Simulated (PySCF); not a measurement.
# Electronic structure of Sr+ (strontium, charge +1) at the UHF level

Configuration: [Kr] 5s1, 2S determinant. All numbers are calculated (PySCF 2.14, the spin-free X2C one-electron Hamiltonian (Gaussian nucleus), in x2c-SVPall).

```
Total energy                        : -3176.848712 hartree
One-electron energy                 : -4386.4349 hartree
Hartree (Coulomb) energy            : 1313.4330 hartree
Exchange energy                     : -103.8468 hartree
⟨S²⟩                                : 0.7502
⟨L²⟩                                : 0.000
Sum of ⟨r⟩                          : 26.58 bohr
Sum of ⟨r²⟩                         : 45.99 bohr²
Langevin diamagnetic susceptibility : -36.4 ×10⁻⁶ cm³/mol
Time after the integrals            : 0.15 s of wall time on 1 thread of Neoverse-V1 (shared host)
```

```json
{"shell": "1s α", "electrons": "1", "mean orbital energy (eV)": "-16203.9", "rms radius, mean of both spins (bohr)": "0.0451"}
{"shell": "1s β", "electrons": "1", "mean orbital energy (eV)": "-16203.8", "rms radius, mean of both spins (bohr)": "0.0451"}
{"shell": "2s α", "electrons": "1", "mean orbital energy (eV)": "-2268.1", "rms radius, mean of both spins (bohr)": "0.187"}
{"shell": "2s β", "electrons": "1", "mean orbital energy (eV)": "-2268.1", "rms radius, mean of both spins (bohr)": "0.187"}
{"shell": "2p α", "electrons": "3", "mean orbital energy (eV)": "-2011.6", "rms radius, mean of both spins (bohr)": "0.166"}
{"shell": "2p β", "electrons": "3", "mean orbital energy (eV)": "-2011.6", "rms radius, mean of both spins (bohr)": "0.166"}
{"shell": "3s α", "electrons": "1", "mean orbital energy (eV)": "-386.75", "rms radius, mean of both spins (bohr)": "0.524"}
{"shell": "3s β", "electrons": "1", "mean orbital energy (eV)": "-386.66", "rms radius, mean of both spins (bohr)": "0.524"}
{"shell": "3p α", "electrons": "3", "mean orbital energy (eV)": "-301.00", "rms radius, mean of both spins (bohr)": "0.535"}
{"shell": "3p β", "electrons": "3", "mean orbital energy (eV)": "-300.97", "rms radius, mean of both spins (bohr)": "0.535"}
{"shell": "3d α", "electrons": "5", "mean orbital energy (eV)": "-159.25", "rms radius, mean of both spins (bohr)": "0.547"}
{"shell": "3d β", "electrons": "5", "mean orbital energy (eV)": "-159.23", "rms radius, mean of both spins (bohr)": "0.547"}
{"shell": "4s α", "electrons": "1", "mean orbital energy (eV)": "-59.582", "rms radius, mean of both spins (bohr)": "1.46"}
{"shell": "4s β", "electrons": "1", "mean orbital energy (eV)": "-59.329", "rms radius, mean of both spins (bohr)": "1.46"}
{"shell": "4p α", "electrons": "3", "mean orbital energy (eV)": "-36.293", "rms radius, mean of both spins (bohr)": "1.69"}
{"shell": "4p β", "electrons": "3", "mean orbital energy (eV)": "-36.159", "rms radius, mean of both spins (bohr)": "1.69"}
{"shell": "5s α", "electrons": "1", "mean orbital energy (eV)": "-10.453", "rms radius, mean of both spins (bohr)": "4.38"}
```

Densities and radii are taken from the X2C orbitals without a picture-change correction, which distorts them close to the nucleus.
